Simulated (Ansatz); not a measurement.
Geometry optimisation, DFT PBE-D3(BJ), scalar-relativistic, plane waves, PAW (Ansatz 0.2.0).

Input file:

```yaml
accuracy: low
crystal:
  lattice:
    - [0.0, 5.43, 5.43]
    - [5.43, 0.0, 5.43]
    - [5.43, 5.43, 0.0]
  atoms:
    - { symbol: Si, position: [0.0, 0.0, 0.0] }
    - { symbol: Si, position: [0.125, 0.125, 0.125] }
    - { symbol: Si, position: [0.0, 0.0, 0.5] }
    - { symbol: Si, position: [0.125, 0.125, 0.625] }
    - { symbol: Si, position: [0.0, 0.5, 0.0] }
    - { symbol: Si, position: [0.125, 0.625, 0.125] }
    - { symbol: Si, position: [0.0, 0.5, 0.5] }
    - { symbol: Si, position: [0.125, 0.625, 0.625] }
    - { symbol: Si, position: [0.5, 0.0, 0.0] }
    - { symbol: Si, position: [0.625, 0.125, 0.125] }
    - { symbol: Si, position: [0.5, 0.0, 0.5] }
    - { symbol: Si, position: [0.625, 0.125, 0.625] }
    - { symbol: Si, position: [0.5, 0.5, 0.0] }
    - { symbol: Si, position: [0.625, 0.625, 0.125] }
    - { symbol: Si, position: [0.5, 0.5, 0.5] }
    - { symbol: Si, position: [0.625, 0.625, 0.625] }
    - { symbol: Ge, position: [0.2496106, 0.2456927, 0.25618] }
basis:
  ecutwfc: 420.0
kpoints:
  mp_grid: { grid: [2, 2, 2] }
hamiltonian:
  xc: pbe
  dispersion: d3bj
  pseudopotentials: { kind: paw, azcp: { folder: soft_1 } }
scf:
  occupations: { method: fermi_dirac, width: 0.05 }
  lower_state_search: "off"
relax:
  f_tol: 0.08
  max_steps: 25
  adjacent_minimum: "off"
```

Launched with:

```bash
$ ansatz run input.yaml --threads 1 --pin off --max-ram 3072MiB --backend cpu --events-out ev --progress --plain --runs-dir out
```

Where does it end, and by what steps?

The run converged. The force dipped under the threshold on the way, but the program's further checks kept it going. Limits of this set-up: a small cell, in which the defect meets its images, low accuracy level. After 3 steps the energy has fallen by 0.340 eV; Si4 moved furthest, 0.08 Å.

```json
{"step": "0", "energy less start (eV)": "0.0000", "largest force component (eV/Å)": "1.094", "accepted": "yes"}
{"step": "1", "energy less start (eV)": "-0.3078", "largest force component (eV/Å)": "0.356", "accepted": "yes"}
{"step": "2", "energy less start (eV)": "-0.3403", "largest force component (eV/Å)": "0.039", "accepted": "yes"}
{"step": "3", "energy less start (eV)": "-0.3403", "largest force component (eV/Å)": "0.039", "accepted": "yes"}
```

```xyz
17
Lattice="0.0000 5.4300 5.4300 5.4300 0.0000 5.4300 5.4300 5.4300 0.0000" Properties=species:S:1:pos:R:3
Si 0.003 0.009 -0.007
Si 1.317 1.317 1.318
Si 2.716 2.715 -0.049
Si 4.121 4.120 1.310
Si 2.714 -0.046 2.715
Si 4.109 1.320 4.110
Si 5.479 2.716 2.714
Si 6.782 4.079 4.078
Si -0.047 2.714 2.716
Si 1.316 4.113 4.115
Si 2.716 5.480 2.715
Si 4.080 6.781 4.080
Si 2.714 2.715 5.476
Si 4.076 4.077 6.783
Si 5.429 5.428 5.432
Si 6.781 6.782 6.781
Ge 2.720 2.729 2.703
```

Run time: 19 s on 1 thread of Arm Neoverse V2, on a shared host, peak memory 0.54 GiB.
